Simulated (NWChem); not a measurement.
iodoethane (C₂H₅I); SMILES CCI

Program: NWChem. def2 effective core potentials on I; no spin-orbit coupling. The level has its own optimisation; frequencies are unscaled. Brackets give each atom's bonded neighbours.

Task: What does the run give for PBE0/def2-SVP (core potentials)? Quantities: r C–C (Å); r C–I (Å); r C–H [C(CHHI)–H(C)] (Å); highest harmonic frequency (cm⁻¹); lowest (cm⁻¹); zero-point energy (kcal/mol).

Result: The r C–C (Å) is 1.509. The r C–I (Å) is 2.164 and the r C–H [C(CHHI)–H(C)] (Å) comes out as 1.097. The highest harmonic frequency (cm⁻¹) is 3203 and the lowest (cm⁻¹) comes out as 260. The zero-point energy (kcal/mol) is 41.1.
